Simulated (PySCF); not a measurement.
## CI at UHF

Computed with UHF; C x2c-SVPall, I x2c-SVPall; spin-free X2C with a Gaussian nucleus (PySCF 2.14).

For CI, the state is ²Π (doublet), unpaired electrons π ↑, the bond length is 2.068 Å and the harmonic wavenumber is 608 cm⁻¹. The force constant is 2.39 mdyn/Å. The rotational constant Be is 0.3596 cm⁻¹. The anharmonicity ωexe is 5.33 cm⁻¹, the vibration–rotation constant αe is 0.00315 cm⁻¹ and the well depth De to C + I is 0.88 eV. The dissociation energy D0 is 0.84 eV, the bond order (Mayer) is 1.28 and the dipole moment (positive dipole means C(−)I(+)) is 1.15 D.

Spin–orbit coupling is left out, which matters for elements this heavy, above all for dissociation energies. Hartree–Fock leaves out correlation, which carries a large part of most bond energies and some tenths to 1 eV of ionisation energies. The state is the lowest determinant that a PBE0 search found; another state may lie lower at other levels.
